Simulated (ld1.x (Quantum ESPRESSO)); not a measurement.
Before and after: TM potential for K (Z = 19)

ld1.x (Quantum ESPRESSO) 7.5 input, shortened:

```
&input
   title='K', zed=19., rel=1, dft='PBE', iswitch=3,
   config='[Ar] 3d0 4s0 4p1'
 /
 &inputp
   pseudotype=2, tm=.true., lloc=2,
   nlcc=.false.
 /
3
4S  1  0   0.00   0.00  2.75  2.75  0.0
4P  2  1   1.00   0.00  3.75  3.75  0.0
3D  3  2   0.00   0.00  4.20  4.20  0.0
 &test
   configts(1)='3d0 4s0 4p1'
 /
```

All-electron outer shells of the reference configuration (PBE, scalar-relativistic, ld1.x):

| shell | level (eV) | outermost node (bohr) | outermost maximum (bohr) |
| --- | --- | --- | --- |
| 3s | -36.82 | 0.48 | 1.08 |
| 3p | -20.27 | 0.45 | 1.15 |
| 4s | -2.99 | 1.58 | 3.98 |
| 4p | -1.39 | 1.86 | 5.86 |
| 3d | -0.46 | – | 6.40 |

Change: core correction a·sin(br)/r model core inside 2.08 bohr.

Cutoffs: the cutoffs (Ry, on a coarse ladder) from which the occupation-weighted sum of valence levels, in a spherical-Bessel basis at the reference potential, stays within 10 and 1 mRy of its value at 400 Ry; they do not see the model core or the augmentation charge, which bear on the density cutoff. Errors are all-electron minus pseudo energies relative to the spin-unpolarised reference configuration.

Task: How do hardness, ghosts and transferability respond?

Result: Both files are so soft that the ladder of cutoffs tells neither apart; both files keep a bound ghost (s); the number of tests that count goes from 4 to 3; of the 3 tests that both files solve, the error grows in 0 and shrinks in 3 by more than 15 % and 0.3 meV (median size 96.7 → 2.2 meV). Exchange and correlation are not linear in the density, so unscreening with the valence charge alone errs where core and valence overlap; a model core restores that term. A model core, the more so a compact one, raises the density cutoff, which this test does not measure.

| quantity | base | changed |
| --- | --- | --- |
| cutoff, loose | 6 Ry | 6 Ry |
| cutoff, tight | 6 Ry | 6 Ry |
| bound ghosts | s | s |
| tests counted (converged, no solver errors) | 4 of 4 | 3 of 4 |
| error for 3d0 4s0.5 4p0, meV [ΔE 0.09 eV] | +24 | -2.2 |
| error for 3d1 4s0 4p0, meV [ΔE 0.90 eV] | +205 | +0.3 |
| error for 3d0.5 4s0.5 4p0, meV [ΔE -0.33 eV] | +97 | -4.3 |
| s: phases at 4.54 bohr within 0.05 rad from the reference energy up to (Ry; the scan ends near 5) | 0.8 | 0.8 |
| p: phases at 4.54 bohr within 0.05 rad from the reference energy up to (Ry; the scan ends near 5) | n/a | n/a |
| d: phases at 4.54 bohr within 0.05 rad from the reference energy up to (Ry; the scan ends near 5) | 0.1 | 0.1 |

Changed file: Tests not counted: 3d0 4s1 4p0 (pseudo-atom not self-consistent, printed error -417 meV). A true bound ghost makes a file unfit for plane-wave use even where its test errors are small: the radial tests pick states by their node count and pass the ghost by.
